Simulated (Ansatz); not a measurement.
# A cut through the energy surface

CClFInN (SMILES N#[C][In]([F])[Cl]), singlet, at its PBE0-D4/def2-TZVP minimum:

| atom | x (Å) | y (Å) | z (Å) |
| --- | --- | --- | --- |
| N1 | -1.3926 | 1.4514 | 1.6488 |
| C2 | -0.7819 | 0.7844 | 0.9349 |
| In3 | 0.3304 | -0.3896 | -0.3764 |
| F4 | 0.4344 | -2.2809 | -0.0397 |
| Cl5 | 1.4597 | 0.3610 | -2.2091 |

The angle Cl5–In3–F4 (115.9° at the minimum) is set to the values below, Cl5, with anything bonded beyond it, turning rigidly in the plane of the angle. Each method's energies count from its own value at the PBE0-D4 minimum structure. Computed with Ansatz 0.2.0 (basis: def2-TZVPP); correlated methods freeze the cores. Filled d shells of the heavier atoms are correlated. Core potentials replace the inner electrons of the atoms past krypton. The def2 sets are not built for correlating such inner shells, so the correlated values are less sure here.

CCSD(T) energies along the scan:
```tsv
angle (°)	CCSD(T) (kcal/mol)
91.9	6.48
97.9	3.47
103.9	1.49
109.9	0.37
115.9	0.00
121.9	0.33
127.9	1.35
133.9	3.08
139.9	5.59
```
They count from the CCSD(T) energy at the PBE0-D4 minimum.

Minimum and curvature along this coordinate at CCSD(T): A fifth-order fit through the nearest points gives 116.0°, with a curvature of about 0.84 meV/deg².

Largest difference from the CCSD(T) curve over the scan: PBE-D4 0.85; PBE0-D4 0.34; wB97M-V 0.19; HF 1.16 kcal/mol. Each curve counts from its own value at the minimum.

No T1 diagnostic of these runs exceeds 0.016.

For scale, one of the runs: CCSD(T)/def2-TZVPP, 185 basis functions (an equivalent command: `ansatz run in.yaml --threads 4`). Hardware: 4 CPU threads, shared host. Wall time 70 s; peak host memory 2.1 GiB.
